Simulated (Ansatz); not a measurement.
Consider the redistribution: `CC(C)[O][Sn][OH]` + `CNBCl` → `CC(C)[O][Sn][Cl]` + `CNBO`.

Program: Ansatz. Geometries: PBE0-D4/def2-TZVP. ΔE: electronic, gas phase. CBS: MP2 limit from def2 TZ/QZ plus the TZ coupled-cluster correction, frozen cores. DFT in def2-TZVPP. B3LYP here is the variant with VWN-RPA as its local correlation; programs differ in this. def2 core potentials past Kr. For Sn outer-core shells are correlated without core-valence functions, which leaves a few kJ/mol of doubt a bond. Each species was taken in one conformer, which may not be the lowest.

`CC(C)[O][Sn][OH]`:

```xyz
14

C     1.127   -0.145    0.122
C    -0.189    0.359    0.690
C    -0.559    1.712    0.109
O    -1.257   -0.531    0.499
Sn   -1.858   -2.160   -0.434
O    -0.216   -2.789   -1.350
H     1.940    0.541    0.372
H     1.076   -0.210   -0.970
H     1.380   -1.126    0.533
H    -0.062    0.476    1.776
H     0.211    2.457    0.324
H    -0.674    1.637   -0.976
H    -1.504    2.057    0.531
H     0.586   -2.277   -1.224
```

`CNBCl`:

Cartesian coordinates in Å:
```
C -0.654 0.286 -0.960
N 0.456 0.158 -0.045
B 0.425 -0.467 1.186
Cl 1.892 -0.525 2.176
H -0.896 1.335 -1.151
H -0.439 -0.196 -1.918
H -1.532 -0.193 -0.527
H 1.320 0.574 -0.361
H -0.572 -0.971 1.602
```

`CC(C)[O][Sn][Cl]`:

Cartesian coordinates in Å:
```
C -0.191 1.333 0.362
C 0.227 -0.083 0.711
C 1.180 -0.673 -0.312
O -0.903 -0.916 0.891
Sn -2.408 -1.598 -0.152
Cl -2.028 -0.614 -2.308
H 0.680 1.993 0.330
H -0.677 1.362 -0.616
H -0.884 1.720 1.112
H 0.734 -0.063 1.685
H 2.097 -0.080 -0.367
H 1.450 -1.694 -0.033
H 0.721 -0.687 -1.303
```

`CNBO`:

Z-matrix (Å, degrees):
```
C
N 1 1.440
H 1 1.095 2 112.0
H 1 1.091 2 109.1 3 119.3
H 1 1.095 2 112.0 3 -121.5
B 2 1.395 1 126.3 3 -119.4
H 2 1.009 1 115.2 3 60.6
O 6 1.374 2 118.7 1 -180.0
H 6 1.203 2 119.7 1 0.0
H 8 0.957 6 112.4 2 -180.0
```

Problem. Is it downhill or uphill in electronic energy at CCSD(T)/CBS, and by how much? (An estimate is asked.)

Solution. The calculation gave: Downhill: ΔE = -97.6 kJ/mol.

Problem. What do these levels give: B3LYP-D4, PBE0, HF/def2-TZVPP, CCSD(T)/def2-TZVPP, HF/CBS(def2), MP2/CBS(def2)? (Estimate.)

Solution. Ansatz gave: B3LYP-D4 -105.0, PBE0 -101.7, HF/def2-TZVPP -115.3, CCSD(T)/def2-TZVPP -96.3, HF/CBS(def2) -115.3, MP2/CBS(def2) -96.4 kJ/mol.

Largest T1 diagnostic among the species: 0.016.

In def2-TZVPP, CCSD(T) changes the Hartree–Fock value by +19.0 kJ/mol (the triples alone add +2.9 kJ/mol) and MP2 by +20.2 kJ/mol. From PBE to PBE0 (25 % exact exchange), in def2-TZVPP and without D4, ΔE moves by −6.1 kJ/mol.
